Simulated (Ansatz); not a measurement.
`C[CH](C)[Mg][OH]` + HCl → `C[CH](C)[Mg][Cl]` + H₂O at 500 K and 1 bar (ligand exchange at a Mg–O bond).

Isolated molecules relaxed with PBE0-D4/def2-TZVP in Ansatz; ΔE leaves out vibrations. CBS: MP2 limit from def2 TZ/QZ plus the TZ coupled-cluster correction, frozen cores. This one scheme is used for every species. For Mg outer-core shells are correlated without core-valence functions, which leaves a few kJ/mol of doubt a bond. Each species was taken in one conformer, which may not be the lowest.

| species | CCSD(T)/CBS energy (Eh) | H − E (kJ/mol) | S (J/(mol·K)) |
| --- | --- | --- | --- |
| `C[CH](C)[Mg][OH]` | -394.08036 | 327.6 | 455.7 |
| HCl | -460.38127 | 32.5 | 201.9 |
| `C[CH](C)[Mg][Cl]` | -778.11446 | 294.0 | 433.1 |
| H₂O | -76.37941 | 73.2 | 206.3 |

H − E and S are ideal-gas, rigid-rotor, harmonic terms from PBE0-D4/def2-TZVP, for one conformer and one mirror image of each species. 1 Eh = 2625.50 kJ/mol, R = 8.31446 J/(mol·K).

Q: By hand: ΔE, ΔH, ΔS and ΔG.

A: ΔE = (-778.11446) + (-76.37941) − (-394.08036) − (-460.38127) = -0.03224 Eh = -84.6 kJ/mol. Δ(H − E) = 294.0 + 73.2 − 327.6 − 32.5 = 7.1, so ΔH = -77.5 kJ/mol. ΔS = 433.1 + 206.3 − 455.7 − 201.9 = -18.2 J/(mol·K). ΔG = -77.5 − 500 × (-18.2)/1000 = -68.4 kJ/mol.

Q: By hand: the equilibrium constant, and the temperature at which ΔG would vanish if ΔH and ΔS stayed fixed.

A: log₁₀ K = −ΔG/(RT ln 10) = 7.1. ΔG = 0 at ΔH/ΔS = 4258 K, far beyond where these terms or the molecules hold.

ΔH outweighs TΔS. A doubt of 5 kJ/mol in ΔE shifts log₁₀ K by 0.5 here. Other conformers and mirror images would add mixing entropy, several J/(mol·K) or more a flexible species. Modes under 60 cm⁻¹, often nearly free rotors, make the harmonic entropy too high. These are equilibria of isolated gas molecules and say nothing of rates. Largest T1 diagnostic: 0.010 (customary marks: 0.02 for closed shells, 0.045 for open ones).
